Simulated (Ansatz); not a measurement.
Basis-set extrapolation for C2H5AlO (`C=[CH][AlH][OH]`) (PBE0-D4/def2-TZVP geometry, frozen core, Ansatz 0.2.0). Multiplicity 1, RHF reference.

|  | def2-TZVPP | def2-QZVPP |
| --- | --- | --- |
| HF | -395.534816 | -395.549407 |
| MP2 correlation | -0.643655 | -0.690230 |
| CCSD(T) correlation | -0.701064 | not run |

Energies in hartree. Use E(X) = E(∞) + A·exp(−7.88·√X) for Hartree–Fock and E(X) = E(∞) + B·X^(−2.97) for correlation, with X = 3 and 4, and add CCSD(T) minus MP2 of the smaller set to the MP2 limit.

Question: What is the CCSD(T) energy at the basis-set limit?

Answer: HF limit: -395.549407 + (-0.014591) × 0.13774 = -395.55142. MP2 limit: -0.690230 + (-0.046575) × 0.74074 = -0.72473. Higher-order term: -0.701064 − (-0.643655) = -0.05741. Total: -396.33356 hartree, 256.5 kJ/mol below CCSD(T)/def2-TZVPP.
